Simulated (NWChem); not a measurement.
System: BNH4, triplet; SMILES of the neutral closed-shell parent NB

Parts of the log:

```
             Northwest Computational Chemistry Package (NWChem) 7.3.0
             --------------------------------------------------------

 CS  symmetry detected

                             Geometry "geometry" -> ""
                             -------------------------

 Output coordinates in angstroms (scale by  1.889725989 to convert to a.u.)

  No.       Tag          Charge          X              Y              Z
 ---- ---------------- ---------- -------------- -------------- --------------
    1 B                    5.0000    -0.16114062    -0.81979125     0.00000000
    2 N                    7.0000    -0.02090472     0.62972307     0.00000000
    3 H                    1.0000     0.44148213    -1.35130415    -0.94426800
    4 H                    1.0000     0.44148213    -1.35130415     0.94426800
    5 H                    1.0000     0.87586157     1.11947388     0.00000000
    6 H                    1.0000    -0.80678967     1.27402920     0.00000000

 Effective nuclear repulsion energy (a.u.)      31.3049156217

      Symmetry information
      --------------------

 Group name             Cs
 Group number              2
 Group order               2
 No. of unique centers     5

  xc_inp: hfexch multiplicative factor not found.

                                 NWChem DFT Module
                                 -----------------

 Summary of "ao basis" -> "ao basis" (spherical)
 ------------------------------------------------------------------------------
       Tag                 Description            Shells   Functions and Types
 ---------------- ------------------------------  ------  ---------------------
 B                          cc-pvtz                 10       30   4s3p2d1f
 N                          cc-pvtz                 10       30   4s3p2d1f
 H                          cc-pvtz                  6       14   3s2p1d

      Symmetry analysis of basis
      --------------------------

        a'         74
        a"         42

            General Information
            -------------------
          SCF calculation type: DFT
          Wavefunction type:  spin polarized.
          No. of atoms     :     6
          No. of electrons :    16
           Alpha electrons :     9
            Beta electrons :     7
          Charge           :     0
          Spin multiplicity:     3
          Use of symmetry is: on ; symmetry adaption is: on
          Maximum number of iterations: 150
          AO basis - number of functions:   116
                     number of shells:    44
          Convergence on energy requested:  1.00D-06
          Convergence on density requested:  1.00D-05
          Convergence on gradient requested:  5.00D-04

              XC Information
              --------------
                     Hartree-Fock (Exact) Exchange  1.000

      Superposition of Atomic Density Guess
      -------------------------------------

 Sum of atomic energies:         -80.84330826

      Non-variational initial energy
      ------------------------------

 Total energy =     -81.659622
 1-e energy   =    -169.471372
 2-e energy   =      56.506834
 HOMO         =      -0.256713
 LUMO         =      -0.079361

   Symmetry analysis of molecular orbitals - initial alpha
   -------------------------------------------------------

  Numbering of irreducible representations:

     1 a'          2 a"

  Orbital symmetries:

     1 a'          2 a'          3 a'          4 a'          5 a'
     6 a'          7 a"          8 a"          9 a'         10 a'
    11 a'         12 a'         13 a'         14 a"         15 a"
    16 a'         17 a'         18 a'         19 a'

   Symmetry analysis of molecular orbitals - initial beta
   ------------------------------------------------------

  Numbering of irreducible representations:

     1 a'          2 a"

  Orbital symmetries:

     1 a'          2 a'          3 a'          4 a'          5 a'
     6 a'          7 a"          8 a"          9 a'         10 a'
    11 a'         12 a'         13 a'         14 a"         15 a"
    16 a'         17 a'         18 a'         19 a'

     ---------------------------------------------
      Total Density - Mulliken Population Analysis
     ---------------------------------------------

    Atom       Charge   Shell Charges
 -----------   ------   -------------------------------------------------------
    1 B    5     5.49   1.96  0.85  0.16  0.36  0.55  1.05  0.47  0.04  0.05  0.01
    2 N    7     7.29   1.95  0.95  0.21  0.39  0.99  1.85  0.92  0.00  0.02  0.00
    3 H    1     0.89   0.21  0.44  0.22  0.00  0.01  0.00
    4 H    1     0.89   0.21  0.44  0.22  0.00  0.01  0.00
    5 H    1     0.73   0.22  0.36  0.10  0.01  0.04  0.00
    6 H    1     0.72   0.22  0.36  0.08  0.01  0.03  0.00

     --------------------------------------------
      Spin Density - Mulliken Population Analysis
     --------------------------------------------

    Atom       Charge   Shell Charges
 -----------   ------   -------------------------------------------------------
    1 B    5     1.00  -0.00  0.05  0.01  0.08  0.18  0.36  0.30  0.01  0.01  0.00
    2 N    7     0.48  -0.00  0.00  0.00 -0.00  0.13  0.22  0.12  0.00  0.01  0.00
    3 H    1     0.23   0.05  0.11  0.06  0.00  0.01  0.00
    4 H    1     0.23   0.05  0.11  0.06  0.00  0.01  0.00
    5 H    1     0.05   0.01  0.01  0.01  0.00  0.01  0.00
    6 H    1     0.01   0.00  0.00 -0.01  0.00  0.01  0.00

   convergence    iter        energy       DeltaE   RMS-Dens  Diis-err
 ---------------- ----- ----------------- --------- --------- ---------
 d= 0,ls=0.0,diis     1    -81.3227364810 -1.13D+02  1.43D-03  4.30D-02
                                                     1.02D-03  4.96D-02
 d= 0,ls=0.0,diis     2    -81.3608875561 -3.82D-02  7.59D-04  5.56D-03
                                                     4.18D-04  5.54D-03
 d= 0,ls=0.0,diis     3    -81.3675286475 -6.64D-03  2.61D-04  6.15D-04
                                                     2.74D-04  1.77D-03
 d= 0,ls=0.0,diis     4    -81.3697455810 -2.22D-03  1.69D-04  6.30D-04
                                                     1.57D-04  4.00D-04
 d= 0,ls=0.0,diis     5    -81.3708467533 -1.10D-03  2.06D-04  2.15D-04
                                                     2.55D-04  2.90D-04
  Resetting Diis
 d= 0,ls=0.0,diis     6    -81.3721387628 -1.29D-03  3.31D-04  1.45D-04
                                                     3.78D-04  1.65D-04
 d= 0,ls=0.0,diis     7    -81.3733128896 -1.17D-03  6.67D-05  2.51D-05
                                                     4.84D-05  3.99D-05
 d= 0,ls=0.0,diis     8    -81.3733947281 -8.18D-05  1.40D-04  1.70D-05
                                                     1.05D-04  2.59D-05
 d= 0,ls=0.0,diis     9    -81.3735189147 -1.24D-04  7.93D-05  3.61D-06
                                                     6.96D-05  7.36D-06
 d= 0,ls=0.0,diis    10    -81.3735592218 -4.03D-05  3.31D-05  1.53D-06
                                                     3.40D-05  1.38D-06
 d= 0,ls=0.0,diis    11    -81.3735672330 -8.01D-06  8.35D-06  1.20D-07
                                                     9.23D-06  2.46D-07
 d= 0,ls=0.0,diis    12    -81.3735679415 -7.09D-07  3.76D-06  4.48D-08
                                                     3.83D-06  2.12D-08

         Total DFT energy =      -81.373567941507
      One electron energy =     -170.711144369150
           Coulomb energy =       69.911418732022
    Exchange-Corr. energy =      -11.878757926037
 Nuclear repulsion energy =       31.304915621658

 Numeric. integr. density =        0.000000000000

                  Occupations of the irreducible representations
                  ----------------------------------------------

                     irrep           alpha         beta
                     --------     --------     --------
                     a'                7.0          6.0
                     a"                2.0          1.0

                    DFT Final Alpha Molecular Orbital Analysis
                    ------------------------------------------

 Vector    7  Occ=1.000000D+00  E=-5.696527D-01  Symmetry=a'
              MO Center=  1.7D-01, -9.2D-01, -4.9D-15, r^2= 1.8D+00
   Bfn.  Coefficient  Atom+Function         Bfn.  Coefficient  Atom+Function
  ----- ------------  ---------------      ----- ------------  ---------------
     2      0.216940  1 B  s                 39      0.201038  2 N  py
    62      0.184716  3 H  s                 76      0.184716  4 H  s
     9     -0.166129  1 B  py                 6     -0.157697  1 B  py
    36      0.156180  2 N  py                61      0.115664  3 H  s
    75      0.115664  4 H  s                 32     -0.112689  2 N  s

 Vector    8  Occ=1.000000D+00  E=-4.067132D-01  Symmetry=a"
              MO Center=  2.2D-01, -1.0D+00,  6.5D-16, r^2= 1.9D+00
   Bfn.  Coefficient  Atom+Function         Bfn.  Coefficient  Atom+Function
  ----- ------------  ---------------      ----- ------------  ---------------
    10      0.257556  1 B  pz                62     -0.234205  3 H  s
    76      0.234205  4 H  s                 63     -0.206982  3 H  s
    77      0.206982  4 H  s                  7      0.181843  1 B  pz
    40     -0.180322  2 N  pz                43     -0.171075  2 N  pz
    61     -0.143121  3 H  s                 75      0.143121  4 H  s

 Vector    9  Occ=1.000000D+00  E=-2.738762D-01  Symmetry=a'
              MO Center= -5.7D-01, -8.5D-01,  1.4D-15, r^2= 1.9D+00
   Bfn.  Coefficient  Atom+Function         Bfn.  Coefficient  Atom+Function
  ----- ------------  ---------------      ----- ------------  ---------------
     8      0.414773  1 B  px                11      0.378205  1 B  px
     4     -0.292588  1 B  s                  5      0.258663  1 B  px
     2     -0.186959  1 B  s                 91     -0.160640  5 H  s
    34      0.125608  2 N  s                 90     -0.113146  5 H  s
   105      0.075260  6 H  s                 62      0.060460  3 H  s

 Vector   10  Occ=0.000000D+00  E= 1.028618D-01  Symmetry=a'
              MO Center=  1.1D-01,  1.4D+00, -1.1D-16, r^2= 4.5D+00
   Bfn.  Coefficient  Atom+Function         Bfn.  Coefficient  Atom+Function
  ----- ------------  ---------------      ----- ------------  ---------------
    34      2.138007  2 N  s                 91     -1.271749  5 H  s
   105     -1.123770  6 H  s                  4      0.738910  1 B  s
    42      0.630556  2 N  py               104     -0.391803  6 H  s
    90     -0.388368  5 H  s                 63     -0.358378  3 H  s
    77     -0.358378  4 H  s                 12     -0.224022  1 B  py

 Vector   11  Occ=0.000000D+00  E= 1.568232D-01  Symmetry=a'
              MO Center= -2.0D-02,  1.3D+00,  2.3D-15, r^2= 5.3D+00
   Bfn.  Coefficient  Atom+Function         Bfn.  Coefficient  Atom+Function
  ----- ------------  ---------------      ----- ------------  ---------------
   105     -1.842477  6 H  s                 91      1.757597  5 H  s
    41     -1.580056  2 N  px                90      0.500967  5 H  s
   104     -0.502691  6 H  s                 38     -0.333321  2 N  px
    11      0.247009  1 B  px                95     -0.191314  5 H  px
   110      0.186098  6 H  py                42      0.172510  2 N  py

 Vector   12  Occ=0.000000D+00  E= 2.215627D-01  Symmetry=a'
              MO Center= -2.9D-01, -8.8D-01,  4.7D-13, r^2= 7.1D+00
   Bfn.  Coefficient  Atom+Function         Bfn.  Coefficient  Atom+Function
  ----- ------------  ---------------      ----- ------------  ---------------
    12      2.730400  1 B  py                34     -1.690116  2 N  s
   105     -1.288059  6 H  s                 42      1.261101  2 N  py
    63      1.092498  3 H  s                 77      1.092498  4 H  s
    91     -1.014708  5 H  s                  9      0.773561  1 B  py
     4      0.728881  1 B  s                 11     -0.493999  1 B  px

                     DFT Final Beta Molecular Orbital Analysis
                     -----------------------------------------

 Vector    5  Occ=1.000000D+00  E=-7.234993D-01  Symmetry=a'
              MO Center=  1.5D-01,  6.1D-01,  2.0D-16, r^2= 1.0D+00
   Bfn.  Coefficient  Atom+Function         Bfn.  Coefficient  Atom+Function
  ----- ------------  ---------------      ----- ------------  ---------------
    90      0.262540  5 H  s                 38      0.248042  2 N  px
    35      0.205539  2 N  px                39      0.202253  2 N  py
     2     -0.190404  1 B  s                 36      0.160052  2 N  py
    89      0.160749  5 H  s                104     -0.095552  6 H  s
    41      0.094954  2 N  px                42      0.082771  2 N  py

 Vector    6  Occ=1.000000D+00  E=-5.039722D-01  Symmetry=a'
              MO Center=  2.3D-01, -1.0D+00, -2.1D-15, r^2= 1.6D+00
   Bfn.  Coefficient  Atom+Function         Bfn.  Coefficient  Atom+Function
  ----- ------------  ---------------      ----- ------------  ---------------
     2      0.220435  1 B  s                  9     -0.174496  1 B  py
    39      0.165969  2 N  py                62      0.162583  3 H  s
    76      0.162583  4 H  s                  6     -0.156478  1 B  py
    36      0.127009  2 N  py                61      0.115013  3 H  s
    75      0.115013  4 H  s                  4      0.112135  1 B  s

 Vector    7  Occ=1.000000D+00  E=-4.009339D-01  Symmetry=a"
              MO Center=  1.5D-01, -7.4D-01,  3.0D-15, r^2= 2.0D+00
   Bfn.  Coefficient  Atom+Function         Bfn.  Coefficient  Atom+Function
  ----- ------------  ---------------      ----- ------------  ---------------
    10      0.272234  1 B  pz                 7      0.197396  1 B  pz
    62     -0.153935  3 H  s                 76      0.153935  4 H  s
    13      0.140955  1 B  pz                40      0.139797  2 N  pz
    43      0.132726  2 N  pz                63     -0.117676  3 H  s
    77      0.117676  4 H  s                 61     -0.113281  3 H  s

 Vector    8  Occ=0.000000D+00  E= 2.313732D-02  Symmetry=a"
              MO Center=  9.0D-02,  1.3D-01, -2.3D-15, r^2= 2.5D+00
   Bfn.  Coefficient  Atom+Function         Bfn.  Coefficient  Atom+Function
  ----- ------------  ---------------      ----- ------------  ---------------
    63      0.548701  3 H  s                 77     -0.548701  4 H  s
    43      0.513246  2 N  pz                13      0.286929  1 B  pz
    40      0.281170  2 N  pz                37      0.233559  2 N  pz
    62      0.161721  3 H  s                 76     -0.161721  4 H  s
    61      0.080775  3 H  s                 75     -0.080775  4 H  s

 Vector    9  Occ=0.000000D+00  E= 1.106713D-01  Symmetry=a'
              MO Center= -6.5D-02,  1.3D+00,  1.9D-15, r^2= 4.7D+00
   Bfn.  Coefficient  Atom+Function         Bfn.  Coefficient  Atom+Function
  ----- ------------  ---------------      ----- ------------  ---------------
    34      2.020612  2 N  s                 91     -1.347681  5 H  s
   105     -1.075566  6 H  s                  4      0.824455  1 B  s
    42      0.668533  2 N  py                11      0.515733  1 B  px
    63     -0.437153  3 H  s                 77     -0.437153  4 H  s
   104     -0.367728  6 H  s                 90     -0.332962  5 H  s

 Vector   10  Occ=0.000000D+00  E= 1.385317D-01  Symmetry=a'
              MO Center= -4.0D-01, -8.2D-01, -7.2D-15, r^2= 4.3D+00
   Bfn.  Coefficient  Atom+Function         Bfn.  Coefficient  Atom+Function
  ----- ------------  ---------------      ----- ------------  ---------------
    11      0.990839  1 B  px                34     -0.958991  2 N  s
    41     -0.405002  2 N  px               105      0.332579  6 H  s
    91      0.277954  5 H  s                 90      0.244088  5 H  s
    12      0.212001  1 B  py                 9      0.210220  1 B  py
    63     -0.167124  3 H  s                 77     -0.167124  4 H  s

[...]
```

Level: UHF/cc-pVTZ. In the optimisation the excess spin sits in a' and a" (Cs, its own frame). Geometry: optimised at B3LYP/6-31G* (spherical d), spin-unrestricted. The spin multiplicity was typed, not searched, and may not be the lowest. No stability test was run on the SCF state.

Task: Reconstruct the input file.

Result: Several could match; the one computed here: the input that was run:
```
start job
memory heap 200 mb stack 900 mb global 1100 mb
geometry units angstroms noautoz
  B     -0.166267    -0.814769     0.000000
  N     -0.021402     0.634290     0.000000
  H      0.434655    -1.348204    -0.944268
  H      0.434655    -1.348204     0.944268
  H      0.876924     1.121174     0.000000
  H     -0.805225     1.281103     0.000000
end
basis spherical
  * library cc-pvtz
end
dft
  odft
  mult 3
  xc hfexch
  iterations 150
  mulliken
end
task dft energy
```
